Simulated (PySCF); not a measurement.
Work out the structure from these simulated measurements.

Formula: C5H4N2Si.

| Item | Value |
| --- | --- |
| 1H NMR | chemical shifts (computed TMS as zero) by class: 4.83 (1 H), 0.71 (3 H) ppm [GIAO PBE0/pcSseg-1] |
| Rotational structure | rotational constants A, B, C: 3.021, 0.760, 0.642 GHz [GFN2-xTB] |
| UV, first state | lowest singlet excitation: 4.88 eV (254 nm, f = 0.000) [TDDFT PBE0/def2-SVPD] |
| 13C NMR | chemical shifts (computed TMS as zero) by class: 121.8 (1 C), 111.0 (1 C), 89.6 (1 C), 87.4 (1 C), -1.9 (1 C) ppm [GIAO PBE0/pcSseg-1] |
| NMR, other nuclei | isotropic shieldings of nuclei other than C and H, by class: -99 (1 N), -47 (1 N), 416 (1 Si) ppm [GIAO PBE0/pcSseg-1] |
| Triplet | lowest triplet excitation (Tamm–Dancoff): 3.91 eV [TDA PBE0/def2-SVPD] |
| UV, strongest line | among the 8 lowest singlet transitions: S8 at 7.23 eV (171 nm, f = 0.336) [TDDFT PBE0/def2-SVPD] |

The electronic properties come from PySCF, for the isolated species, density fitting. Levels stand in brackets. Isolated species at its GFN2-xTB geometry, gas phase. Each NMR value is the plain mean over a class of atoms that symmetry, rotation or inversion makes alike.

Q: Give a SMILES that accounts for the data.

A: Numbering: `[CH3:1][Si@@H:2]([C:3]#[N:4])[C:5]#[C:6][C:7]#[N:8]`. Its formula, C5H4N2Si, gives 6 degrees of unsaturation: 0 rings and 6 π bonds in the structure found. 5 carbons fall into 5 classes; from least to most shielded: cyano carbon [C3] (121.8 ppm), nitrile carbon [C7] (111.0 ppm), alkyne carbon [C6] (89.6 ppm), alkyne carbon [C5] (87.4 ppm), Si-methyl carbon [C1] (-1.9 ppm). Hydrogen classes from least to most shielded: 1 H on an SiH silicon, Si2 (4.83 ppm), 3 H on an Si-methyl carbon, C1 (0.71 ppm). The other shieldings belong to: -99 ppm, cyano nitrogen [N4]; -47 ppm, nitrile nitrogen [N8]; 416 ppm, SiH silicon [Si2]. The optimised geometry has point group C1 and is an asymmetric top. Structure: `C[Si@@H](C#N)C#CC#N`. The assignments are read from this structure; whether some other isomer fits the data as well wasn't checked. The mirror image fits equally.
